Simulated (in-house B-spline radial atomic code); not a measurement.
Ionisation energies along the 6-electron series, configuration 1s2 2s2 2p1/2(2), as differences of self-consistent energies. Dirac energy differences include first-order Breit, QED and recoil terms. NIST's values go from ground level to ground level; the uncertainty of those that are theory runs from under 0.1 % in few-electron ions to several per cent in heavy many-electron ones. Computed with a radial B-spline atomic code at the basis-set limit: Dirac-Hartree-Fock, jj configuration that fills j = l - 1/2 first, finite nuclei.

A number in brackets counts the electrons of a j subshell.

```tsv
ion	configuration after	ionisation energy (eV)	IE/(q+1)² (eV)	-ε less Coulomb ΔSCF (eV)	Breit and QED recoil part (eV)	tabulated value (eV)	tabulated kind	computed minus tabulated (eV)
Cu23+	[He] 2s2 2p1/2(1)	2177.9	3.7812	1.2394	-1.6343	2179.4	semi-empirical	-1
Zn24+	[He] 2s2 2p1/2(1)	2357.0	3.7713	1.2437	-1.835	2358	semi-empirical	-1
Ga25+	[He] 2s2 2p1/2(1)	2543.4	3.7625	1.2482	-2.0515	2543.9	semi-empirical	0
Ge26+	[He] 2s2 2p1/2(1)	2737.2	3.7547	1.2528	-2.2849	2737.1	semi-empirical	0
As27+	[He] 2s2 2p1/2(1)	2938.3	3.7479	1.2575	-2.5365	2938	semi-empirical	0
Se28+	[He] 2s2 2p1/2(1)	3146.9	3.7419	1.2624	-2.8061	3146	semi-empirical	1
Br29+	[He] 2s2 2p1/2(1)	3363.0	3.7366	1.2675	-3.0955	3361	semi-empirical	2
Kr30+	[He] 2s2 2p1/2(1)	3586.6	3.7321	1.2727	-3.4043	3584	semi-empirical	3
Rb31+	[He] 2s2 2p1/2(1)	3817.8	3.7283	1.2781	-3.7344	3815	semi-empirical	3
Sr32+	[He] 2s2 2p1/2(1)	4056.6	3.7251	1.2837	-4.0859	4053	semi-empirical	4
Zr34+	[He] 2s2 2p1/2(1)	4557.4	3.7204	1.2954	-4.8579	4553	semi-empirical	4
Nb35+	[He] 2s2 2p1/2(1)	4819.5	3.7188	1.3015	-5.2797	4815	semi-empirical	5
Mo36+	[He] 2s2 2p1/2(1)	5089.5	3.7177	1.3079	-5.7266	5084	semi-empirical	6
Tc37+	[He] 2s2 2p1/2(1)	5367.4	3.717	1.3144	-6.2002	5361	semi-empirical	6
Ru38+	[He] 2s2 2p1/2(1)	5653.3	3.7169	1.3211	-6.7004	5647	semi-empirical	6
Rh39+	[He] 2s2 2p1/2(1)	5947.3	3.7171	1.3281	-7.2293	5940	semi-empirical	7
```

How far is this level of theory from the measured and semi-empirical values?

Over those 16 rows the differences run from -1.45 to +7.32 eV (mean absolute value 3.1 eV). The calculation leaves out correlation and, in open shells, the multiplet splittings that an average leaves out.
